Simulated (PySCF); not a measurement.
Isomers of C4H5Cl3Si.

All values: PBE0/pcSseg-1 (PySCF) at GFN2-xTB geometries, gas phase, one conformer each.

Problem. Rank by dipole moment, lowest first.
A. `[SiH3]CC#CC(Cl)(Cl)Cl`
B. `[Cl:1][CH:2]([Cl:3])[C:4]1=[CH:5][SiH2:6][C@H:7]1[Cl:8]` with Cl1–C2–C4–C5 107°
C. `C=C1[SiH2][C@H]1C(Cl)(Cl)Cl`

Solution. B (2.40 D), C (2.79 D), A (3.44 D).

Problem. Rank by the highest IAO charge on any atom, lowest value first.
A. `[SiH3]CC#CC(Cl)(Cl)Cl`
B. `[CH:1]#[C:2][Si@@H:3]([CH2:4][Cl:5])[CH:6]([Cl:7])[Cl:8]` with C2–Si3–C4–Cl5 180°, C2–Si3–C6–Cl7 66°
C. `C=C1[SiH2][C@H]1C(Cl)(Cl)Cl`
D. `[Cl:1][CH:2]([Cl:3])[C:4]1=[CH:5][SiH2:6][C@H:7]1[Cl:8]` with Cl1–C2–C4–C5 107°

Solution. A (+0.637 e), C (+0.662 e), D (+0.773 e), B (+0.945 e).

Problem. Rank by HOMO energy, highest first.
A. `[CH:1]#[C:2][Si@@H:3]([CH2:4][Cl:5])[CH:6]([Cl:7])[Cl:8]` with C2–Si3–C4–Cl5 180°, C2–Si3–C6–Cl7 66°
B. `[Cl:1][CH:2]([Cl:3])[C:4]1=[CH:5][SiH2:6][C@H:7]1[Cl:8]` with Cl1–C2–C4–C5 107°
C. `C=C1[SiH2][C@H]1C(Cl)(Cl)Cl`

Solution. C (-7.77 eV), B (-8.01 eV), A (-8.15 eV).

All values together:

```tsv
SMILES	μ (D)	HOMO (eV)	LUMO (eV)	lowest IAO charge (e)	highest IAO charge (e)	lowest Hirshfeld charge (e)	highest Hirshfeld charge (e)
ClC(Cl)C1=C[SiH2][C@H]1Cl	2.40	-8.01	-1.41	-0.395 (C)	+0.773 (Si)	-0.130 (C)	+0.361 (Si)
C#C[Si@@H](CCl)C(Cl)Cl	2.26	-8.15	-0.73	-0.532 (C)	+0.945 (Si)	-0.162 (C)	+0.358 (Si)
[SiH3]CC#CC(Cl)(Cl)Cl	3.44	-7.94	-0.84	-0.552 (C)	+0.637 (Si)	-0.132 (C)	+0.343 (Si)
C=C1[SiH2][C@H]1C(Cl)(Cl)Cl	2.79	-7.77	-1.16	-0.382 (C)	+0.662 (Si)	-0.150 (C)	+0.316 (Si)
```

Conformers: `[Cl:1][CH:2]([Cl:3])[C:4]1=[CH:5][SiH2:6][C@H:7]1[Cl:8]` with Cl1–C2–C4–C5 107°; `[CH:1]#[C:2][Si@@H:3]([CH2:4][Cl:5])[CH:6]([Cl:7])[Cl:8]` with C2–Si3–C4–Cl5 180°, C2–Si3–C6–Cl7 66°.
